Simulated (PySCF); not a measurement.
H₁₁NSi₄, SMILES [SiH3]N[SiH2][SiH2][SiH3].

Geometry: ωB97X-D3(BJ)/def2-SVP. The structure was generated by enumeration, and PubChem lists no compound with its InChIKey, so it may never have been made. One conformer was computed; it need not be the lowest.

These are ωB97X-D3(BJ)/def2-SVP in PySCF values and carry that method's errors.

Frequencies are harmonic and unscaled.

Computed vibrational spectrum:
| mode | ν (cm⁻¹) | IR (km/mol) | moving atoms (share of kinetic energy) |
|---|---|---|---|
| 1 | 37 | 0.1 | Si 72 %, H 27 % |
| 2 | 45 | 0.3 | Si 62 %, H 26 %, N 12 % |
| 3 | 70 | 0.2 | H 97 % |
| 4 | 90 | 0.4 | Si 46 %, N 36 %, H 19 % |
| 5 | 167 | 0.9 | H 78 %, Si 17 % |
| 6 | 183 | 2.1 | H 48 %, Si 40 %, N 12 % |
| 7 | 222 | 0.5 | Si 46 %, H 29 %, N 25 % |
| 8 | 338 | 14.0 | H 90 %, Si 10 % |
| 9 | 378 | 86.7 | H 85 %, N 12 % |
| 10 | 417 | 12.0 | H 78 %, Si 19 % |
| 11 | 430 | 6.3 | Si 77 %, H 22 % |
| 12 | 472 | 19.3 | Si 72 %, H 27 % |
| 13 | 519 | 5.7 | H 77 %, Si 21 % |
| 14 | 569 | 3.9 | H 69 %, Si 30 % |
| 15 | 622 | 2.2 | H 46 %, Si 40 %, N 14 % |
| 16 | 675 | 6.2 | H 90 %, Si 9 % |
| 17 | 694 | 62.3 | H 84 %, Si 15 % |
| 18 | 720 | 3.4 | H 88 %, Si 8 % |
| 19 | 738 | 168.6 | H 81 %, Si 10 %, N 9 % |
| 20 | 834 | 151.5 | H 65 %, N 21 %, Si 14 % |
| 21 | 857 | 221.9 | H 80 %, Si 11 %, N 9 % |
| 22 | 900 | 275.8 | H 92 %, Si 8 % |
| 23 | 929 | 31.0 | H 95 % |
| 24 | 942 | 169.0 | H 81 %, Si 11 % |
| 25 | 946 | 142.6 | H 95 % |
| 26 | 954 | 164.5 | H 76 %, N 14 %, Si 10 % |
| 27 | 958 | 26.0 | H 73 %, N 18 %, Si 8 % |
| 28 | 962 | 28.3 | H 96 % |
| 29 | 980 | 98.8 | H 95 % |
| 30 | 1013 | 115.1 | H 91 % |
| 31 | 1213 | 206.5 | H 66 %, N 31 % |
| 32 | 2221 | 57.5 | H 97 % |
| 33 | 2230 | 142.5 | H 97 % |
| 34 | 2233 | 203.7 | H 96 % |
| 35 | 2234 | 152.6 | H 96 % |
| 36 | 2239 | 28.0 | H 98 % |
| 37 | 2246 | 78.3 | H 96 % |
| 38 | 2249 | 62.0 | H 96 % |
| 39 | 2249 | 169.9 | H 97 % |
| 40 | 2257 | 61.5 | H 97 % |
| 41 | 2276 | 131.7 | H 97 % |
| 42 | 3621 | 36.2 | H 93 % |
